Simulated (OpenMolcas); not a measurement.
## Lines of Ar⁴⁺: computed and rescaled rates

| Item | Value |
| --- | --- |
| Program | OpenMolcas 26.06 |
| Method | MS-CASPT2, IPEA 0.25 Eh, imaginary shift 0.1 Eh (closed shells correlated: 2s 2p) |
| Basis | ANO-RCC-VQZP [6s5p3d2f1g] |
| Scalar Hamiltonian | DKH2, point nucleus |
| Active space | 4 electrons in 4 orbitals (3s 3p) |
| State averaging | 2S+1 = 3 even, 6 roots; 2S+1 = 1 even, 11 roots; 2S+1 = 5 odd, 1 root; 2S+1 = 3 odd, 9 roots; 2S+1 = 1 odd, 8 roots |
| Spin-orbit coupling | RASSI with atomic mean-field integrals over the reference wave functions, term energies averaged over their components |

Rates come from the transition moments of the reference wave functions (E1 and E2 in the length form). At fixed line strength A goes as λ^-3 for E1 and M1 and as λ^-5 for E2, so a rate at the computed wavelength can be rescaled to the measured one. Measured vacuum wavelengths follow from level energies in Saloman, J. Phys. Chem. Ref. Data 39, 033101 (2010). Branching counts decays inside the model space alone, at computed energies, and the table is only a selection of the E2 and M1 lines, drawn from those between levels with measured partners whose computed energy lies within a factor of 1.5 of the measured one.

```tsv
Upper	Lower	Type	λ computed (nm)	λ measured (nm)	A computed (s-1)	A rescaled (s-1)	Branching %
3s² 3p² ³P₁	3s² 3p² ³P₀	M1	14400	13100	6.04e-03	8.02e-03	100.0
3s² 3p² ³P₂	3s² 3p² ³P₁	M1	8585	7902	2.13e-02	2.73e-02	100.0
3s² 3p² ¹D₂	3s² 3p² ³P₂	M1	725.6	700.8	4.16e-01		69.9
3s² 3p² ¹D₂	3s² 3p² ³P₁	M1	669.1	643.7	1.78e-01		29.8
3s² 3p² ¹S₀	3s² 3p² ¹D₂	E2	486.3	462.7	2.88e+00	3.69e+00	33.4
3s² 3p² ¹S₀	3s² 3p² ³P₂	E2	291.2	278.7	5.67e-02		0.7
3s² 3p² ¹S₀	3s² 3p² ³P₁	M1	281.6	269.2	5.68e+00		65.9
```

Spin-changing lines and M1 lines between different terms are not rescaled, since their strength hangs on the term gaps too.

The largest correction is for 3s² 3p² ³P₁ → 3s² 3p² ³P₀ (M1): 6.04e-03 × (14400 / 13100)^3 = 8.02e-03 s-1, a factor of 1.33.

The computed rate and branching of 3s² 3p² ³P₁ → 3s² 3p² ³P₀ give the upper level a radiative lifetime of 1.000 / 6.04e-03 s-1 = 1.66e+02 s, counting decays inside the model space alone. The rescaled rate gives about 1.2e+02 s.

No measured rate stands beside these. Rescaling mends the energy factor alone: line strengths can still be far off where a level mixes with configurations outside the active space, and weak or spin-changing lines hang on small mixing coefficients that depend on the term gaps too, so rescaling need not improve them.

Term energies are means over components that CASPT2 splits; among the terms shown or strongly mixed into the levels shown the widest spread is 43 cm-1 (3s² 3p² ¹D). Over all roots computed the reference weight is 0.86 to 0.99; the roots of lowest weight are the least certain, and an intruder state may touch them. Computed and measured levels are paired by configuration, term and J; levels that our copy of the source lacks, or whose pairing is in doubt (as where it misses far off the trend of its configuration), stay unpaired. Only configurations of the active space appear.
